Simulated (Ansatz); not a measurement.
Gas-phase electronic energies from Ansatz, PBE0-D4/def2-TZVP geometries. CCSD(T)/CBS is the MP2 limit (def2-TZVPP, def2-QZVPP) plus CCSD(T) − MP2 in def2-TZVPP, frozen cores. One conformer a species, not always the lowest.

Consider the ligand exchange at the Si–C bond: `[CH3][AlH][CH2][SiH2]F` + `B[SiH2]O` → `B[SiH2]O[SiH2]F` + `[CH3][AlH][CH3]`.

| species | HF/def2-QZVPP energy (Eh) |
| --- | --- |
| `[CH3][AlH][CH2][SiH2]F` | -710.88397 |
| `B[SiH2]O` | -391.46634 |
| `B[SiH2]O[SiH2]F` | -780.62174 |
| `[CH3][AlH][CH3]` | -321.77883 |

Problem. Work out ΔE.

Solution. ΔE = (-780.62174) + (-321.77883) − (-710.88397) − (-391.46634) = -0.05026 Eh = -132.0 kJ/mol. CCSD(T)/CBS gives -108.4 kJ/mol.

Largest T1 diagnostic among the species: 0.012.

From PBE to PBE0 (25 % exact exchange), in def2-TZVPP and without D4, ΔE moves by −5.1 kJ/mol. In def2-TZVPP, CCSD(T) changes the Hartree–Fock value by +21.4 kJ/mol (the triples alone add +3.2 kJ/mol) and MP2 by +21.4 kJ/mol.
